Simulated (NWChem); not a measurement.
System: ZnBr, doublet; SMILES [Zn][Br]

The following NWChem deck was run.

```
start job
memory heap 200 mb stack 700 mb global 900 mb
geometry units angstroms noautosym nocenter noautoz
  Zn     0.000000     0.000000    -1.253600
  Br     0.000000     0.000000     1.065700
end
basis spherical
  Zn library def2-svp
  Br library def2-svp
end
dft
  odft
  mult 2
  xc pbe0
  iterations 150
end
tddft
  cis
  nroots 6
end
task tddft energy
```

NWChem printed, in part:

```
             Northwest Computational Chemistry Package (NWChem) 7.3.0
             --------------------------------------------------------

                             Geometry "geometry" -> ""
                             -------------------------

 Output coordinates in angstroms (scale by  1.889725989 to convert to a.u.)

  No.       Tag          Charge          X              Y              Z
 ---- ---------------- ---------- -------------- -------------- --------------
    1 Zn                  30.0000     0.00000000     0.00000000    -1.25360000
    2 Br                  35.0000     0.00000000     0.00000000     1.06570000

 Effective nuclear repulsion energy (a.u.)     239.5706081359

                                 NWChem DFT Module
                                 -----------------

 Summary of "ao basis" -> "ao basis" (spherical)
 ------------------------------------------------------------------------------
       Tag                 Description            Shells   Functions and Types
 ---------------- ------------------------------  ------  ---------------------
 Zn                         def2-svp                11       31   5s3p2d1f
 Br                         def2-svp                12       32   5s4p3d

            General Information
            -------------------
          SCF calculation type: DFT
          Wavefunction type:  spin polarized.
          No. of atoms     :     2
          No. of electrons :    65
           Alpha electrons :    33
            Beta electrons :    32
          Charge           :     0
          Spin multiplicity:     2
          Use of symmetry is: off; symmetry adaption is: off
          Maximum number of iterations: 150
          AO basis - number of functions:    63
                     number of shells:    23
          Convergence on energy requested:  1.00D-06
          Convergence on density requested:  1.00D-05
          Convergence on gradient requested:  5.00D-04

              XC Information
              --------------
                         PBE0 Method XC Functional
                     Hartree-Fock (Exact) Exchange  0.250
          PerdewBurkeErnzerhof Exchange Functional  0.750
            Perdew 1991 LDA Correlation Functional  1.000 local
           PerdewBurkeErnz. Correlation Functional  1.000 non-local

             Grid Information
             ----------------
          Grid used for XC integration:  medium
          Radial quadrature: Mura-Knowles
          Angular quadrature: Lebedev.
          Tag              B.-S. Rad. Rad. Pts. Rad. Cut. Ang. Pts.
          ---              ---------- --------- --------- ---------
          Zn                  1.35      112           8.0       590
          Br                  1.15      112          10.0       590
          Grid pruning is: on
          Number of quadrature shells:   224
          Spatial weights used:  Erf1

      Superposition of Atomic Density Guess
      -------------------------------------

 Sum of atomic energies:       -4349.64728844

      Non-variational initial energy
      ------------------------------

 Total energy =   -4349.802128
 1-e energy   =   -6544.419519
 2-e energy   =    1955.046783
 HOMO         =      -0.173952
 LUMO         =       0.176656

[...]

                                NWChem TDDFT Module
                                -------------------

            General Information
            -------------------
           No. of orbitals :     126
            Alpha orbitals :      63
             Beta orbitals :      63
        Alpha frozen cores :       0
         Beta frozen cores :       0
     Alpha frozen virtuals :       0
      Beta frozen virtuals :       0
         Spin multiplicity :       2
    Number of AO functions :      63
        Use of symmetry is : off
      Symmetry adaption is : off
         Schwarz screening :  0.10D-07

              XC Information
              --------------
                  PBE0 Method XC Functional
              Hartree-Fock (Exact) Exchange   0.25
   PerdewBurkeErnzerhof Exchange Functional   0.75
     Perdew 1991 LDA Correlation Functional   1.00 local
    PerdewBurkeErnz. Correlation Functional   1.00 non-local

             TDDFT Information
             -----------------
          Calculation type : Tamm-Dancoff TDDFT
         Wavefunction type : Unrestricted
          No. of electrons :      65
           Alpha electrons :      33
            Beta electrons :      32
              No. of roots :       6
          Max subspacesize :    5200
            Max iterations :     100
               Target root :       1
           Target symmetry : none
      Symmetry restriction : off
                 Algorithm : Optimal
        Davidson threshold :  0.10D-03

    6 smallest eigenvalue differences (eV)
--------------------------------------------------------
  No. Spin  Occ  Vir  Irrep   E(Occ)    E(Vir)   E(Diff)
--------------------------------------------------------
    1    2   32   33 a        -0.282    -0.122     4.348
    2    2   31   33 a        -0.282    -0.122     4.348
    3    2   30   33 a        -0.339    -0.122     5.903
    4    1   33   34 a        -0.229     0.020     6.767
    5    1   33   35 a        -0.229     0.020     6.767
    6    1   33   36 a        -0.229     0.073     8.202
--------------------------------------------------------

  Entering Davidson iterations
  Unrestricted

  Iter   NTrls   NConv    DeltaV     DeltaE      Time
  ----  ------  ------  ---------  ---------  ---------
    1      6       0     0.10E+00   0.10+100       14.7
    2     12       0     0.32E-01   0.19E-01       14.9
    3     18       0     0.13E-01   0.12E-02       15.5
    4     24       0     0.26E-02   0.88E-04       15.9
    5     30       4     0.60E-03   0.42E-05       17.0
    6     32       5     0.44E-03   0.38E-06       10.7
    7     33       5     0.41E-01   0.97E-03        9.8
    8     34       5     0.82E-02   0.70E-03       10.2
    9     35       5     0.95E-03   0.37E-04        9.3
   10     36       5     0.21E-03   0.80E-06        8.6
   11     37       6     0.99E-04   0.67E-07        9.5
  ----  ------  ------  ---------  ---------  ---------
  Convergence criterion met

  Ground state a       -4352.454986522300 a.u.
  <S2> =   0.7525

  ----------------------------------------------------------------------------
  Root   1         a              0.104720427 a.u.                2.8496 eV
  <S2> =   0.7801
  ----------------------------------------------------------------------------
     Transition Moments    X -0.11883   Y -0.11882   Z -0.00000
     Dipole Oscillator Strength                    0.0019715460
     Electric Quadrupole                           0.0000000001
     Magnetic Dipole                               0.0000000059
     Total Oscillator Strength                     0.0019715521

     Occ.   32 beta  a   ---  Virt.   33 beta  a        0.99622
  ----------------------------------------------------------------------------
  Root   2         a              0.104720453 a.u.                2.8496 eV
  <S2> =   0.7801
  ----------------------------------------------------------------------------
     Transition Moments    X -0.11882   Y  0.11883   Z -0.00000
     Dipole Oscillator Strength                    0.0019715456
     Electric Quadrupole                           0.0000000001
     Magnetic Dipole                               0.0000000059
     Total Oscillator Strength                     0.0019715517

     Occ.   31 beta  a   ---  Virt.   33 beta  a        0.99622
  ----------------------------------------------------------------------------
  Root   3         a              0.169283272 a.u.                4.6064 eV
  <S2> =   0.7982
  ----------------------------------------------------------------------------
     Transition Moments    X  0.00000   Y  0.00000   Z  0.91895
     Dipole Oscillator Strength                    0.0953039104
     Electric Quadrupole                           0.0000000056
     Magnetic Dipole                               0.0000000000
     Total Oscillator Strength                     0.0953039160

     Occ.   30 alpha a   ---  Virt.   37 alpha a       -0.05835
     Occ.   31 alpha a   ---  Virt.   35 alpha a       -0.14231
     Occ.   32 alpha a   ---  Virt.   34 alpha a       -0.14231
     Occ.   33 alpha a   ---  Virt.   37 alpha a        0.15406
     Occ.   29 beta  a   ---  Virt.   33 beta  a       -0.06471
     Occ.   30 beta  a   ---  Virt.   33 beta  a        0.95766
  ----------------------------------------------------------------------------
  Root   4         a              0.189133742 a.u.                5.1466 eV
  <S2> =   0.7548
  ----------------------------------------------------------------------------
     Transition Moments    X -0.60103   Y -0.60683   Z  0.00000
     Dipole Oscillator Strength                    0.0919804509
     Electric Quadrupole                           0.0000004054
     Magnetic Dipole                               0.0000013380
     Total Oscillator Strength                     0.0919821943

[...]
```

Level: PBE0/def2-SVP, spin-unrestricted, TDA. Geometry: optimised at PBE-D3(BJ)/def2-SVP, spin-unrestricted. This spin state was assumed; another may lie lower. No stability test was run on the SCF state.
